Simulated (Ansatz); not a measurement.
Total energies of [GaClH3]- (GaH₃Cl⁻) from Ansatz at PBE0-D4/def2-TZVPD, gas phase (1 Eh = 27.2114 eV = 2625.5 kJ/mol). The reference geometry is relaxed at PBE-D4/def2-TZVPD.

```
            state                      geometry  energy (Eh)
charge -1 singlet                     reference  -2386.56218
 charge 0 doublet                     reference  -2386.38854
 charge 0 doublet  relaxed at PBE-D4/def2-TZVPD  -2386.41041
```

Q: Work out the vertical ionisation energy to the doublet.

A: E(charge 0 doublet) − E(charge -1 singlet) = -2386.38854 − (-2386.56218) = 0.17364 Eh = 4.72 eV. For comparison, −ε of the highest occupied level is 2.66 eV at this level, 2.06 eV less.

Q: How much does the charge 0 doublet relax, and what is the adiabatic ionisation energy?

A: Relaxation: -2386.38854 − (-2386.41041) = 0.02187 Eh = 0.60 eV. Adiabatic ionisation energy: 0.15177 Eh = 4.13 eV, without zero-point energy.
